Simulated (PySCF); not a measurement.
Ge(H)3(SMe) (CH6GeS), SMILES C[S][GeH3].

The structure is a stationary point at TPSSh-D3(BJ)/def2-SVP.

All values below come from TDA-PBE/def2-SVPD in PySCF 2.14.0.

Vertical excitations. Gas-phase values at a fixed geometry. State labels are in the subgroup Cs.

```tsv
state	symmetry	energy (eV)	λ (nm)	f	main pairs
S1	A"	4.77	260	0.010	HOMO→LUMO 99 %
S2	A"	5.21	238	0.001	HOMO→LUMO+1 96 %
S3	A"	5.43	228	0.004	HOMO→LUMO+2 93 %
S4	A"	6.16	201	0.000	HOMO→LUMO+3 97 %
S5	A'	6.29	197	0.001	HOMO→LUMO+4 82 %, HOMO−1→LUMO 17 %
S6	A"	6.55	189	0.019	HOMO→LUMO+5 99 %
S7	A'	6.84	181	0.101	HOMO→LUMO+6 93 %
S8	A"	6.98	178	0.006	HOMO→LUMO+7 97 %
S9	A'	7.00	177	0.038	HOMO−1→LUMO+1 53 %, HOMO−1→LUMO 22 %, HOMO−1→LUMO+2 10 %
S10	A'	7.13	174	0.069	HOMO−1→LUMO+1 39 %, HOMO−1→LUMO 26 %, HOMO→LUMO+8 19 %, HOMO→LUMO+4 7 %
T1	A"	4.39	283	0	HOMO→LUMO 100 %
T2	A"	4.97	250	0	HOMO→LUMO+2 84 %, HOMO→LUMO+1 15 %
T3	A"	5.11	243	0	HOMO→LUMO+1 85 %, HOMO→LUMO+2 15 %
T4	A'	5.91	210	0	HOMO−1→LUMO 60 %, HOMO→LUMO+4 38 %
```
Triplets are in the Tamm–Dancoff approximation.
